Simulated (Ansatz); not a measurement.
Mulliken charges of AsS (`S=[As]`) radical from r2SCAN/def2-TZVPP in Ansatz (PBE0-D4/def2-TZVP geometry).

| atom | x (Å) | y (Å) | z (Å) | charge (e) |
| --- | --- | --- | --- | --- |
| S1 | 0.858 | -0.284 | 0.440 | -0.205 |
| As2 | -0.858 | 0.284 | -0.440 | 0.205 |

Question: By hand: the dipole of these point charges (1 e Å = 4.8032 D).

Answer: Σ q r = (-0.352, 0.116, -0.180) e Å, of length 0.412 e Å = 1.98 D.

Question: How does the dipole of the full density compare? (Estimate.)

Answer: Computed: (-0.205, 0.068, -0.105) e Å, 1.15 D; the point charges give 1.72 times that, at 0° from its direction.

Point charges leave out the atoms' own dipoles, such as those of lone pairs, and Mulliken's split depends on the basis, so the two needn't agree.
